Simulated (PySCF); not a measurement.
C2H4F2Si. Atoms are numbered in the order given.

```xyz
9

C     -1.3898    -1.1948     0.0000
C     -0.0982    -0.8665     0.0000
F      0.8587    -1.8282     0.0000
Si     0.5999     0.8777     0.0000
F     -0.6839     1.8813     0.0000
H     -2.1424    -0.4044     0.0000
H     -1.7140    -2.2394     0.0000
H      1.4066     1.1228    -1.2220
H      1.4066     1.1228     1.2220
```
Charge 0, spin multiplicity 1.

Coordinates come from a B3LYP-D3(BJ)/def2-SVP optimisation. The structure was generated by enumeration, and PubChem lists no compound with its InChIKey, so it may never have been made. One conformer was computed; it need not be the lowest.

All values below come from TDA-PBE/def2-SVPD in PySCF 2.14.0.

Vertical excitations. Gas-phase values at a fixed geometry. State labels are in the subgroup Cs.

Task: List the lowest excited states. (An estimate is asked for; the answer gives what the named calculation found.)

Result: 
```
state  symmetry  energy (eV)  λ (nm)      f                                            main pairs
-----  --------  -----------  ------  -----  ----------------------------------------------------
S1           A"         5.67     219  0.000                                     HOMO→LUMO+1 100 %
S2           A"         6.69     185  0.005                                      HOMO−1→LUMO 97 %
S3           A"         6.82     182  0.007                                      HOMO→LUMO+2 99 %
S4           A'         6.88     180  0.145  HOMO−1→LUMO+1 47 %, HOMO→LUMO 31 %, HOMO−2→LUMO 18 %
S5           A'         7.10     175  0.088                  HOMO−2→LUMO 56 %, HOMO−1→LUMO+1 38 %
S6           A"         7.39     168  0.002                                      HOMO→LUMO+3 99 %
S7           A'         7.43     167  0.223  HOMO→LUMO 48 %, HOMO−2→LUMO 23 %, HOMO−1→LUMO+1 13 %
S8           A"         7.50     165  0.002                                    HOMO−2→LUMO+1 99 %
S9           A"         7.60     163  0.024                                      HOMO→LUMO+4 99 %
S10          A'         8.11     153  0.006                                    HOMO−1→LUMO+2 96 %
T1           A'         4.23     293      0                                        HOMO→LUMO 98 %
T2           A"         5.56     223      0                                     HOMO→LUMO+1 100 %
T3           A"         6.07     204      0                                      HOMO−1→LUMO 99 %
T4           A'         6.61     188      0                                    HOMO−1→LUMO+1 99 %
```
Triplets are in the Tamm–Dancoff approximation.
